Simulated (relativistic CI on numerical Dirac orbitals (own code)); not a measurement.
Computed by Dirac-Coulomb-Breit CI, separate exchange-only KLI orbitals for each configuration, QED by a radiative potential, unscaled Slater integrals (own radial code, finite nucleus).

The strongest absorption lines from the ground level of an ion, among the configurations computed and to levels below about 582 eV (vacuum wavelength in nm, gf): 3.3028 (0.16), 3.3262 (0.034), 3.6313 (0.45), 3.7031 (1.1), 3.7363 (0.04), 4.3334 (0.18), 4.4354 (0.21), 10.790 (2.6).

(1) Which ion is it?
A. As¹³⁺
B. Br¹⁷⁺
C. Rb¹⁹⁺
D. As¹⁵⁺

## Answers

(1) D. As¹⁵⁺ has 18 electrons and the ground level 3s2 3p6 1S_0; the strongest line goes to 3s2 3p5 3d 1P°_1. The pattern of lines fixes the number of electrons, and along that sequence the line energies rise steadily with the charge (about as its square where n changes within one kind of shell, about linearly where n is kept but much faster in heavy ions where fine structure, which grows about as Z⁴, sets the gap, and irregularly where shells cross), which fixes Z. Configurations outside the model, such as inner-shell arrays, can give stronger lines. At this charge energies of transitions that change n are usually good to better than 1 %, and those within a shell (Δn = 0) to a few per cent.

LS names give the leading component of a level, which can be under half, so a name can repeat, a term be missing and a line seem to break the LS rules.
